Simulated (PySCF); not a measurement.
A small calculation by hand: chemical shift, span and skew from a shielding tensor

BFBr₂, SMILES B(Br)(F)Br. Atoms are numbered in the order given.

```xyz
4

B      0.0000     0.0000    -0.6333
F      0.0000     0.0000    -1.9455
Br     0.0000    -1.6720     0.2954
Br     0.0000     1.6720     0.2954
```
Charge 0, spin multiplicity 1.

Geometry: B3LYP-D3(BJ)/def2-SVP.

GIAO shieldings from PBE/pcSseg-1 run with PySCF, non-relativistic, no solvent. The symmetric part of the tensor of F2 has the principal values -31.8, 90.3, 321.6 ppm. The same nucleus in CFCl3 has σ = 133.6 ppm at this level (PySCF, at its B3LYP-D3(BJ)/def2-TZVP geometry). Without spin–orbit terms, shifts of atoms bonded to Cl or Br come out too high.

Work out the isotropic shielding, the ¹⁹F shift against CFCl3, the span and the skew.


σ(iso) = (σ11 + σ22 + σ33)/3 = 126.7 ppm. δ = σ(ref) − σ(iso) = 133.6 − (126.7) = 6.9 ppm.
Span Ω = σ33 − σ11 = 353.4 ppm. Skew κ = 3(σ(iso) − σ22)/Ω = 0.31. Tumbling in solution averages the tensor to δ; in a static solid the shielding alone would spread this spin-1/2 line over Ω.
